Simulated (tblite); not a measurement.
Compound: C4H8FNSi2.
SMILES with atom numbers: `[H]/[N:1]=[CH:2]\[C@H:3]([SiH3:4])[C:5]#[C:6][SiH2:7][F:8]` (hydrogens: H9 on N1; H10 on C2; H11 on C3; H12, H13, H14 on Si4; H15, H16 on Si7)

The geometry is computed with GFN2-xTB (gas phase).

List the bond lengths, angles and torsions at this level.

```csv
bond,length (Å)
N1=C2,1.253
C2–C3,1.499
C3–Si4,1.934
C3–C5,1.438
C5≡C6,1.208
C6–Si7,1.838
Si7–F8,1.613
N1–H9,1.021
C2–H10,1.087
C3–H11,1.094
"Si4–H12, Si4–H13, Si4–H14",1.462
Si7–H15,1.456
Si7–H16,1.456
```

Bonds in one row agree within 0.01 Å and their mean is given. A selection of angles:
```csv
angle,degrees
C2–N1–H9,114.7
N1–C2–C3,128.7
N1–C2–H10,116.6
C3–C2–H10,114.7
C2–C3–Si4,107.8
C2–C3–C5,112.0
C2–C3–H11,109.5
Si4–C3–C5,109.3
Si4–C3–H11,108.3
C5–C3–H11,110.0
C3–Si4–H12,108.3
H12–Si4–H13,111.8
C3–C5–C6,175.5
C5–C6–Si7,179.3
C6–Si7–F8,106.8
C6–Si7–H15,111.7
C6–Si7–H16,111.4
F8–Si7–H15,104.9
F8–Si7–H16,105.2
H15–Si7–H16,116.0
```

Torsions: N1–C2–C3–Si4 100° (anticlinal); H9–N1–C2–C3 2° (synperiplanar).

Of the pairs four or more bonds apart, C5···H9 is among the closest relative to their van der Waals radii: 2.49 Å, 86 % of the sum of Bondi's values. The 2 C–Si bonds span 1.838 Å (C6–Si7, drawn single) to 1.934 Å (C3–Si4, drawn single), a spread of 0.096 Å. Si4 (SiH3 silicon) is tetrahedral (angles from 107.0° to 111.8°). The C–C distances run from 1.208 Å (C5≡C6, drawn triple) to 1.499 Å (C2–C3, drawn single), a spread of 0.291 Å. Si7 (fluorine-bound silicon) is distorted tetrahedral (angles from 104.9° to 116.0°).

Point group: C1 (no symmetry element, even within 0.4 Å). Its lowest GFN2-xTB frequency is 10 cm⁻¹, too small to tell a flat minimum from a shallow saddle. One conformer, not necessarily the lowest. 3 starts were optimised and ended at 0.00, 0.19 and 0.20 kcal/mol (GFN2-xTB); the lowest of these is shown.
